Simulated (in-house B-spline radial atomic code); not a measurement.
## Excitations of Rb II (Rb+) by several methods

Full response, energies in eV; labels give the largest channel, * marks a mixed state, a dash one above the method's threshold, and an imaginary frequency an unstable closed-shell reference. Computed with an all-electron radial atomic-structure program (B-spline basis): linear response of the closed shell [Ar] 3d10 4s2 4p6 with each method's own kernel (bare exchange for TDHF, static screening on G0W0 levels for BSE, the adiabatic kernel for functionals); scalar-relativistic (spin-free one-electron X2C), finite nucleus, no spin-orbit coupling, no double excitations, S, P, D and F terms only; shells from n = 2 respond. Only terms of natural parity with L up to 3 were computed.

```csv
method,4p → 5s 3P,4p → 5s 1P,4p → 4d 3P,α (bohr³)
TDHF,16.709*,17.385,17.580*,9.067
BSE on G0W0@HF,17.363,17.823,18.744,8.571
LDA VWN5,15.600,15.850,17.286,9.464
PBE,15.369,15.690,17.008,9.493
PBE0,?,?,?,?
B3LYP (VWN-RPA),15.651,15.957,17.234,9.395
CAM-B3LYP,15.739,16.053,17.283,9.358
LC-wPBE,16.173,16.551,17.415,9.246
wB97X,16.387,16.579,17.648,9.365
HSE06,15.998,16.371,17.318,9.323
BHandHLYP,16.210,16.574,17.477,9.212
BLYP,15.064,15.351,16.907,9.579
PBEsol,15.482,15.800,17.101,9.464
BP86,15.623,15.896,17.165,9.484
LDA exchange-only,?,?,?,?
B97-1,16.066,16.290,17.529,9.326
RPBE,15.256,15.565,16.943,9.499
OLYP,15.071,15.324,16.935,9.373
```

Task: What does PBE0 give?

Result: 4p → 5s 3P: 16.001; 4p → 5s 1P: 16.367; 4p → 4d 3P: 17.334; α: 9.294 (eV, bohr³).

Task: What does LDA exchange-only give?

Result: 4p → 5s 3P: 14.639; 4p → 5s 1P: 15.049; 4p → 4d 3P: 16.454; α: 9.784 (eV, bohr³).
